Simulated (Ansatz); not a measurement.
C$_{3}$H$_{7}$BFN (`N=CBCCF`) at its PBE0-D4/def2-TZVP geometry, where that method's forces vanish. The species carries charge 0 and has multiplicity 1.

```xyz
13

N    -2.6783    0.6808   -0.6476
C    -1.4145    0.4954   -0.6608
B    -0.5510    0.4563    0.6455
C     0.8461   -0.2241    0.7744
C     1.5101   -0.6925   -0.4969
F     1.6840    0.3857   -1.3544
H    -2.9873    0.8777    0.3094
H    -0.9784    0.2948   -1.6447
H    -1.0587    0.9244    1.6294
H     0.7107   -1.0833    1.4510
H     1.5191    0.4399    1.3332
H     2.4994   -1.1223   -0.3158
H     0.8989   -1.4329   -1.0227
```

Task: What forces (eV/Å) does B3LYP-D4/def2-TZVPP give on these atoms in Ansatz? (Estimate.)

Result: Ansatz gave: 
```
N1  -0.187  0.038  0.039
C2   0.212 -0.046 -0.072
B3  -0.079  0.075  0.100
C4  -0.037  0.031  0.208
C5   0.059 -0.439  0.112
F6   0.060  0.321 -0.269
H7  -0.049  0.004 -0.029
H8  -0.022  0.013  0.066
H9   0.059 -0.051 -0.105
H10  0.017  0.027 -0.025
H11 -0.019 -0.031 -0.027
H12 -0.060  0.018 -0.022
H13  0.047  0.040  0.025
```

B3LYP here is the variant with VWN-RPA as its local correlation; programs differ in this.
